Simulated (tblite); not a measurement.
Compound: C5H7OS2 (doublet state).
Z-matrix (Å and degrees, GFN2-xTB geometry), rows numbered from 1:
```
C 
S   1  1.8400
O   2  1.4615  1  105.94
C   2  1.8711  1   95.55  3   105.97
C   4  1.5333  2  109.39  1  -174.46
C   5  1.5155  4  107.00  2  -136.53
C   6  1.3174  5  114.41  4    18.07
S   7  1.7146  6  116.41  5    -8.16
H   1  1.0845  2  109.24  3   -44.62
H   1  1.0852  2  107.43  3    74.23
H   1  1.0839  2  108.71  3  -166.46
H   4  1.0903  2  108.00  1   -50.80
H   5  1.0909  4  111.00  2   104.19
H   5  1.0956  4  110.08  2   -15.10
H   6  1.0746  5  120.41  4  -164.40
```

All values are computed: GFN2-xTB (tblite) harmonic vibrations without scaling, gas phase. Against measured fundamentals such values can be off by several per cent, at times by over 20. One conformer, not necessarily the lowest. Open shells enter through the occupations alone, without spin polarisation, and single modes of such species can be off by tens of per cent.

Harmonic wavenumbers (cm⁻¹): 46.1, 53.4, 124.0, 154.2, 236.4, 239.6, 305.5, 340.1, 352.9, 460.7, 564.3, 634.8, 678.4, 720.2, 743.0, 789.9, 874.7, 887.4, 914.4, 970.5, 1032.2, 1051.5, 1092.9, 1137.8, 1148.0, 1201.9, 1240.8, 1286.4, 1429.1, 1442.4, 1450.8, 1567.6, 2926.5, 2952.5, 2984.1, 3053.0, 3064.2, 3076.0, 3128.9.

A = 2860, B = 1127, C = 858.9 MHz; mass 146.994 u (most abundant isotopes); point group C1, symmetry number 1; spin multiplicity 2.

Task: Zero-point energy?

Result: ½Σν̃ = 23179 cm⁻¹ = 66.27 kcal/mol.

Task: What is S at 273.15 K and 1 bar for an ideal gas of classical rigid rotors and harmonic oscillators?

Result: Translation 40.46, rotation 28.88, vibration 24.24, spin (R ln 2) 1.38: S = 95.0 cal/(mol K).

Task: And Cp and H(273.15 K) − H(0)?

Result: Cp = 32.71 cal/(mol K), of which vibrations give 24.76 (their classical limit is 39 R = 77.5); H(273.15 K) − H(0) = 5.62 kcal/mol without the zero-point energy, 3.45 from vibrations.

Task: What must be added to the electronic energy to get the Gibbs energy at 273.15 K and 1 bar?

Result: ZPE + [H(273.15 K) − H(0)] − T·S = 66.27 + 5.62 − 25.94 = 45.95 kcal/mol.

Task: How do the functions run with temperature in this model?

Result: 
```json
{"T (K)": "50", "S (cal/(mol K))": "60.5", "Cp (cal/(mol K))": "12.8", "H − H(0) (kcal/mol)": "0.50", "G − H(0) (kcal/mol)": "-2.52", "ln q(vib)": "0.59"}
{"T (K)": "100", "S (cal/(mol K))": "70.9", "Cp (cal/(mol K))": "17.6", "H − H(0) (kcal/mol)": "1.27", "G − H(0) (kcal/mol)": "-5.82", "ln q(vib)": "1.74"}
{"T (K)": "298.15", "S (cal/(mol K))": "97.9", "Cp (cal/(mol K))": "34.9", "H − H(0) (kcal/mol)": "6.47", "G − H(0) (kcal/mol)": "-22.72", "ln q(vib)": "6.41"}
{"T (K)": "373.15", "S (cal/(mol K))": "106.4", "Cp (cal/(mol K))": "41.0", "H − H(0) (kcal/mol)": "9.32", "G − H(0) (kcal/mol)": "-30.39", "ln q(vib)": "8.15"}
{"T (K)": "500", "S (cal/(mol K))": "119.6", "Cp (cal/(mol K))": "49.4", "H − H(0) (kcal/mol)": "15.07", "G − H(0) (kcal/mol)": "-44.74", "ln q(vib)": "11.02"}
{"T (K)": "750", "S (cal/(mol K))": "141.9", "Cp (cal/(mol K))": "60.4", "H − H(0) (kcal/mol)": "28.91", "G − H(0) (kcal/mol)": "-77.53", "ln q(vib)": "16.39"}
{"T (K)": "1000", "S (cal/(mol K))": "160.3", "Cp (cal/(mol K))": "67.2", "H − H(0) (kcal/mol)": "44.92", "G − H(0) (kcal/mol)": "-115.37", "ln q(vib)": "21.28"}
```

q(vib) and H(0) count from the zero-point level.

Task: Which modes carry the vibrational entropy at 273.15 K?

Result: 46.1 cm⁻¹: 4.80; 53.4 cm⁻¹: 4.51; 124.0 cm⁻¹: 2.87; 154.2 cm⁻¹: 2.45; 236.4 cm⁻¹: 1.68; 239.6 cm⁻¹: 1.65 cal/(mol K); the other 33 give 6.27 together.

Hindered rotation and anharmonicity are outside this model. Other conformers, if any are populated, would add a mixing term that is left out. The structure is chiral; the term R ln 2 for an equal mix with its mirror image is left out.
